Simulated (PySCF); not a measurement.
**Assignment exercise: C₇H₁₄N₂Si**

Molfile (atoms numbered from 1):
```
C7H14N2Si
     RDKit          3D

 24 24  0  0  0  0  0  0  0  0999 V2000
   -1.4491    0.8045   -1.0228 C   0  0  0  0  0  0  0  0  0  0  0  0
   -0.9798   -0.1389    0.0957 C   0  0  0  0  0  0  0  0  0  0  0  0
   -0.8868    0.6251    1.4227 C   0  0  0  0  0  0  0  0  0  0  0  0
   -2.0174   -1.2541    0.2559 C   0  0  0  0  0  0  0  0  0  0  0  0
    0.3466   -0.7610   -0.2707 C   0  0  0  0  0  0  0  0  0  0  0  0
    0.6423   -2.0596   -0.6175 C   0  0  0  0  0  0  0  0  0  0  0  0
    1.9672   -2.2046   -0.9303 N   0  0  0  0  0  0  0  0  0  0  0  0
    2.4804   -1.0192   -0.7805 C   0  0  0  0  0  0  0  0  0  0  0  0
    1.5563   -0.0737   -0.3795 N   0  0  0  0  0  0  0  0  0  0  0  0
    2.0783    1.5762    0.0364 Si  0  0  0  0  0  4  0  0  0  0  0  0
   -0.7517    1.6402   -1.1781 H   0  0  0  0  0  0  0  0  0  0  0  0
   -1.5385    0.2602   -1.9747 H   0  0  0  0  0  0  0  0  0  0  0  0
   -2.4337    1.2327   -0.7757 H   0  0  0  0  0  0  0  0  0  0  0  0
   -1.8755    1.0200    1.7041 H   0  0  0  0  0  0  0  0  0  0  0  0
   -0.5332   -0.0301    2.2329 H   0  0  0  0  0  0  0  0  0  0  0  0
   -0.2080    1.4903    1.3676 H   0  0  0  0  0  0  0  0  0  0  0  0
   -2.9912   -0.8221    0.5322 H   0  0  0  0  0  0  0  0  0  0  0  0
   -2.1533   -1.8140   -0.6811 H   0  0  0  0  0  0  0  0  0  0  0  0
   -1.7230   -1.9651    1.0423 H   0  0  0  0  0  0  0  0  0  0  0  0
   -0.0433   -2.9037   -0.6618 H   0  0  0  0  0  0  0  0  0  0  0  0
    3.5267   -0.7558   -0.9458 H   0  0  0  0  0  0  0  0  0  0  0  0
    2.1813    1.7575    1.5114 H   0  0  0  0  0  0  0  0  0  0  0  0
    1.1505    2.5903   -0.5301 H   0  0  0  0  0  0  0  0  0  0  0  0
    3.4259    1.7036   -0.5822 H   0  0  0  0  0  0  0  0  0  0  0  0
  1  2  1  0
  2  3  1  0
  2  4  1  0
  2  5  1  0
  5  6  2  0
  6  7  1  0
  7  8  2  0
  8  9  1  0
  9 10  1  0
  9  5  1  0
  1 11  1  0
  1 12  1  0
  1 13  1  0
  3 14  1  0
  3 15  1  0
  3 16  1  0
  4 17  1  0
  4 18  1  0
  4 19  1  0
  6 20  1  0
  8 21  1  0
 10 22  1  0
 10 23  1  0
 10 24  1  0
M  END
```

Computational details: shielding tensors at KT3/pcSseg-1 (GIAO), geometry from PBE0-D3(BJ)/def2-SVP, in PySCF (a single conformation, non-relativistic Hamiltonian, averaged over atoms made equivalent by symmetry, fast rotation or ring inversion, no solvent model).

Referencing at the same level of theory: 13C and 1H vs TMS.

Problem. Assign these signals to the numbered atoms. 13C{1H} NMR (computed): δ 136.4, 134.2, 123.4, 34.2, 31.3.

Solution. 
| δ (ppm) | atoms | environment | reason |
| --- | --- | --- | --- |
| 136.4 | C5 | substituted aromatic carbon next to a ring nitrogen | – |
| 134.2 | C8 | aromatic CH between two ring heteroatoms | – |
| 123.4 | C6 | aromatic CH next to a ring nitrogen | – |
| 34.2 | C2 | quaternary sp3 carbon on an aromatic ring | saturated and bonded to C and H only |
| 31.3 | C1/C3/C4 | methyl carbon | a saturated carbon with 1 carbon neighbour and no heteroatom attached |

Problem. Assign these signals to the numbered atoms. 1H NMR (600 MHz, computed): δ 7.08 (m, 1H), 6.91 (m, 1H), 5.06 (s, 3H), 1.40 (s, 9H).

Solution. 
```tsv
δ (ppm)	atoms	environment	reason
7.08	H21	hydrogen on an aromatic CH between two ring heteroatoms	it sits in the deshielding region of the aromatic ring current
6.91	H20	hydrogen on an aromatic CH next to a ring nitrogen	aromatic region
5.06	H22/H23/H24	hydrogen on a silicon bonded to N	–
1.40	H11/H12/H13/H14/H15/H16/H17/H18/H19	hydrogen on a methyl carbon	–
```

Shifts are as computed, not scaled to solution data. Of 1313 compounds with measured shifts, 239 miss one by over three times the rms of a fit or turn the order of signals round; such compounds aren't used in these exercises. No couplings were computed; multiplicities are counted from neighbouring protons, with m where these are inequivalent, close in shift, in a saturated or five-membered ring or joined by F or P, and br s for small geminal =CH2 splittings.
